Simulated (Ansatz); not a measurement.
Spectroscopic constants of ZnS, closed-shell singlet (the spin of the measured ground state). No spin–orbit coupling. Zn is treated without relativity.

D_e counts from the fitted minimum to each atom's lowest state at the same level, without counterpoise. The singlet is restricted.

Codes used: Ansatz (a quantum-chemistry and plane-wave program). Values without a source in brackets are computed.

Q: One of these levels gives 28.50 kcal/mol for the bond energy D_e. Name it.
A) B3LYP/def2-TZVPP
B) BHLYP/def2-TZVPP
C) PBE/def2-TZVPP

A: A, B3LYP/def2-TZVPP. The others give 38.24 (PBE/def2-TZVPP), 22.30 (BHLYP/def2-TZVPP)
